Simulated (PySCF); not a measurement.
# WN at PBE0

Level: PBE0. W cc-pVDZ-PP with ECP60, N cc-pVDZ; scalar-relativistic core potentials (PySCF 2.14).

```
state                                          : ²Δ (doublet), unpaired electrons δ ↑, a second solution, started from another occupation
bond length                                    : 1.638 Å
harmonic wavenumber                            : 1209 cm⁻¹
force constant                                 : 11.2 mdyn/Å
rotational constant Be                         : 0.4829 cm⁻¹
anharmonicity ωexe                             : 4.81 cm⁻¹
vibration–rotation constant αe                 : 0.00211 cm⁻¹
bond order (Mayer)                             : 3.35
dipole moment (positive dipole means W(−)N(+)) : -2.66 D
```

De is left out where the level can put another filling of the metal’s s and d shells below the measured ground configuration, by anything from nothing to about 1 eV. These are scalar-relativistic numbers at best; spin–orbit coupling would shift them, the dissociation energy most.
